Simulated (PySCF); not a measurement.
BFHN (calculated)

Calculation on a computer-drawn molecule: vertical ionisation energy to the stated ion spin, frozen-core CCSD(T) at the basis limit and cheaper methods, single-reference cases, UHF for radicals, no spin-orbit; all values are single points at the evaluated structure, the first of each entry, which is the reference or a displaced copy of it and isn't optimised; the reference structure only sets the zero of the energies above reference; triples share is (T) over the correlation energy. Program: PySCF 2.14.0.

Common to all runs: charge 0; multiplicity 1; ion multiplicity 2; diffuse functions no; basis cc-pVnZ; reference is the Hartree-Fock double-zeta minimum; best is HF at quadruple zeta + MP2 correlation extrapolated from triple and quadruple zeta + CCSD(T) minus MP2 at triple zeta; basis step is the size of the change from the same recipe one zeta lower.

```json
{"entry": 1, "formula": "BFHN", "evaluated_structure": {"atoms_angstrom": [["N", 0.0058, -0.309, 0.1896], ["B", -0.8977, -0.1619, -0.6454], ["F", -1.904, 0.106, -1.3253], ["H", 0.9607, -0.5951, 0.8871]]}, "reference_structure": {"atoms_angstrom": [["N", 0.05, -0.33, 0.2233], ["B", -0.9055, -0.1195, -0.5101], ["F", -1.9174, 0.1034, -1.2869], ["H", 0.8184, -0.4994, 0.8132]]}, "given": {"drawn_bonds_atom": [1, 2, 1], "drawn_bonds_other_atom": [2, 3, 4], "drawn_bonds_order": [2, 1, 1]}, "results": {"ionisation_energy_best [eV]": 11.05, "ionisation_energy_basis_step [eV]": 0.07636, "energy_above_reference_best [kcal/mol]": 22.26, "energy_above_reference_basis_step [kcal/mol]": 0.272, "triple_zeta_method": ["HF", "PBE", "r2SCAN", "B3LYP", "wB97X", "MP2", "CCSD", "CCSD(T)"], "triple_zeta_ionisation_energy [eV]": [9.247, 10.82, 10.67, 10.83, 10.74, 11.02, 10.72, 10.84], "triple_zeta_energy_above_reference [kcal/mol]": [26.32, 20.73, 22.23, 22.38, 23.18, 22.84, 23.14, 22.54], "ionisation_energy_Koopmans_at_triple_zeta [eV]": 11.37, "ionisation_energy_EOM_CCSD_at_triple_zeta [eV]": 10.83, "total_energy_HF_triple_zeta [hartree]": -179.2344, "total_energy_CCSD(T)_triple_zeta [hartree]": -179.8078, "total_energy_best [hartree]": -179.8991, "T1_diagnostic_at_triple_zeta": 0.01337, "D1_diagnostic_at_triple_zeta": 0.03407, "ion_T1_diagnostic_at_triple_zeta": 0.01691, "ion_D1_diagnostic_at_triple_zeta": 0.05931, "ion_spin_squared_at_triple_zeta": 0.7633, "triples_share_at_triple_zeta": 0.03763, "basis_functions_triple_zeta": 104, "dipole_magnitude_HF_at_triple_zeta [debye]": 0.7647, "dipole_magnitude_CCSD_unrelaxed_at_triple_zeta [debye]": 0.8352, "dipole_magnitude_PBE_at_triple_zeta [debye]": 0.7333, "dipole_magnitude_r2SCAN_at_triple_zeta [debye]": 0.7152, "dipole_magnitude_B3LYP_at_triple_zeta [debye]": 0.7637, "dipole_magnitude_wB97X_at_triple_zeta [debye]": 0.7152}}
{"entry": 2, "formula": "BFHN", "evaluated_structure": {"atoms_angstrom": [["N", 0.0058, -0.309, 0.1896], ["B", -0.8977, -0.1619, -0.6454], ["F", -1.904, 0.106, -1.3253], ["H", 1.007, -0.609, 0.9209]]}, "reference_structure": {"atoms_angstrom": [["N", 0.05, -0.33, 0.2233], ["B", -0.9055, -0.1195, -0.5101], ["F", -1.9174, 0.1034, -1.2869], ["H", 0.8184, -0.4994, 0.8132]]}, "given": {"drawn_bonds_atom": [1, 2, 1], "drawn_bonds_other_atom": [2, 3, 4], "drawn_bonds_order": [2, 1, 1]}, "results": {"ionisation_energy_best [eV]": 10.98, "ionisation_energy_basis_step [eV]": 0.07501, "energy_above_reference_best [kcal/mol]": 30.84, "energy_above_reference_basis_step [kcal/mol]": 0.2493, "triple_zeta_method": ["HF", "PBE", "r2SCAN", "B3LYP", "wB97X", "MP2", "CCSD", "CCSD(T)"], "triple_zeta_ionisation_energy [eV]": [9.164, 10.75, 10.6, 10.76, 10.67, 10.96, 10.65, 10.77], "triple_zeta_energy_above_reference [kcal/mol]": [36.21, 28.9, 30.86, 30.96, 32.05, 31.58, 31.93, 31.15], "ionisation_energy_Koopmans_at_triple_zeta [eV]": 11.33, "ionisation_energy_EOM_CCSD_at_triple_zeta [eV]": 10.76, "total_energy_HF_triple_zeta [hartree]": -179.2186, "total_energy_CCSD(T)_triple_zeta [hartree]": -179.7941, "total_energy_best [hartree]": -179.8854, "T1_diagnostic_at_triple_zeta": 0.01351, "D1_diagnostic_at_triple_zeta": 0.03421, "ion_T1_diagnostic_at_triple_zeta": 0.0172, "ion_D1_diagnostic_at_triple_zeta": 0.05904, "ion_spin_squared_at_triple_zeta": 0.7657, "triples_share_at_triple_zeta": 0.03799, "basis_functions_triple_zeta": 104, "dipole_magnitude_HF_at_triple_zeta [debye]": 0.8649, "dipole_magnitude_CCSD_unrelaxed_at_triple_zeta [debye]": 0.9286, "dipole_magnitude_PBE_at_triple_zeta [debye]": 0.8237, "dipole_magnitude_r2SCAN_at_triple_zeta [debye]": 0.809, "dipole_magnitude_B3LYP_at_triple_zeta [debye]": 0.8565, "dipole_magnitude_wB97X_at_triple_zeta [debye]": 0.8088}}
{"entry": 3, "formula": "BFHN", "evaluated_structure": {"atoms_angstrom": [["N", 0.0603, -0.3335, 0.2304], ["B", -0.9324, -0.1087, -0.5059], ["F", -1.919, 0.108, -1.2869], ["H", 0.819, -0.5011, 0.8188]]}, "reference_structure": {"atoms_angstrom": [["N", 0.05, -0.33, 0.2233], ["B", -0.9055, -0.1195, -0.5101], ["F", -1.9174, 0.1034, -1.2869], ["H", 0.8184, -0.4994, 0.8132]]}, "given": {"drawn_bonds_atom": [1, 2, 1], "drawn_bonds_other_atom": [2, 3, 4], "drawn_bonds_order": [2, 1, 1]}, "results": {"ionisation_energy_best [eV]": 11.32, "ionisation_energy_basis_step [eV]": 0.07887, "energy_above_reference_best [kcal/mol]": 0.4571, "energy_above_reference_basis_step [kcal/mol]": 0.05682, "triple_zeta_method": ["HF", "PBE", "r2SCAN", "B3LYP", "wB97X", "MP2", "CCSD", "CCSD(T)"], "triple_zeta_ionisation_energy [eV]": [9.559, 11.09, 10.95, 11.12, 11.03, 11.29, 11.01, 11.12], "triple_zeta_energy_above_reference [kcal/mol]": [1.215, 0.2565, 0.4704, 0.6886, 0.7606, 0.2238, 0.5516, 0.3088], "ionisation_energy_Koopmans_at_triple_zeta [eV]": 11.56, "ionisation_energy_EOM_CCSD_at_triple_zeta [eV]": 11.14, "total_energy_HF_triple_zeta [hartree]": -179.2744, "total_energy_CCSD(T)_triple_zeta [hartree]": -179.8432, "total_energy_best [hartree]": -179.9338, "T1_diagnostic_at_triple_zeta": 0.01349, "D1_diagnostic_at_triple_zeta": 0.03411, "ion_T1_diagnostic_at_triple_zeta": 0.01682, "ion_D1_diagnostic_at_triple_zeta": 0.06048, "ion_spin_squared_at_triple_zeta": 0.7591, "triples_share_at_triple_zeta": 0.03694, "basis_functions_triple_zeta": 104, "dipole_magnitude_HF_at_triple_zeta [debye]": 0.2117, "dipole_magnitude_CCSD_unrelaxed_at_triple_zeta [debye]": 0.4269, "dipole_magnitude_PBE_at_triple_zeta [debye]": 0.3369, "dipole_magnitude_r2SCAN_at_triple_zeta [debye]": 0.2817, "dipole_magnitude_B3LYP_at_triple_zeta [debye]": 0.3332, "dipole_magnitude_wB97X_at_triple_zeta [debye]": 0.2533}}
{"entry": 4, "formula": "BFHN", "evaluated_structure": {"atoms_angstrom": [["N", 0.1185, -0.3425, 0.2375], ["B", -0.9079, -0.2319, -0.6333], ["F", -1.8104, 0.0662, -1.2682], ["H", 1.0794, -0.3922, 1.2196]]}, "reference_structure": {"atoms_angstrom": [["N", 0.05, -0.33, 0.2233], ["B", -0.9055, -0.1195, -0.5101], ["F", -1.9174, 0.1034, -1.2869], ["H", 0.8184, -0.4994, 0.8132]]}, "given": {"drawn_bonds_atom": [1, 2, 1], "drawn_bonds_other_atom": [2, 3, 4], "drawn_bonds_order": [2, 1, 1]}, "results": {"ionisation_energy_best [eV]": 9.968, "ionisation_energy_basis_step [eV]": 0.0777, "energy_above_reference_best [kcal/mol]": 73.07, "energy_above_reference_basis_step [kcal/mol]": 0.801, "triple_zeta_method": ["HF", "PBE", "r2SCAN", "B3LYP", "wB97X", "MP2", "CCSD", "CCSD(T)"], "triple_zeta_ionisation_energy [eV]": [7.966, 9.781, 9.578, 9.727, 9.603, 9.952, 9.579, 9.741], "triple_zeta_energy_above_reference [kcal/mol]": [82.96, 70.53, 73.56, 74.16, 76.41, 74.35, 75.72, 73.93], "ionisation_energy_Koopmans_at_triple_zeta [eV]": 10.25, "ionisation_energy_EOM_CCSD_at_triple_zeta [eV]": 9.689, "total_energy_HF_triple_zeta [hartree]": -179.1441, "total_energy_CCSD(T)_triple_zeta [hartree]": -179.7259, "total_energy_best [hartree]": -179.8181, "T1_diagnostic_at_triple_zeta": 0.01575, "D1_diagnostic_at_triple_zeta": 0.04173, "ion_T1_diagnostic_at_triple_zeta": 0.01738, "ion_D1_diagnostic_at_triple_zeta": 0.0446, "ion_spin_squared_at_triple_zeta": 0.7765, "triples_share_at_triple_zeta": 0.04038, "basis_functions_triple_zeta": 104, "dipole_magnitude_HF_at_triple_zeta [debye]": 0.3199, "dipole_magnitude_CCSD_unrelaxed_at_triple_zeta [debye]": 0.144, "dipole_magnitude_PBE_at_triple_zeta [debye]": 0.1708, "dipole_magnitude_r2SCAN_at_triple_zeta [debye]": 0.1961, "dipole_magnitude_B3LYP_at_triple_zeta [debye]": 0.1801, "dipole_magnitude_wB97X_at_triple_zeta [debye]": 0.2516}}
```
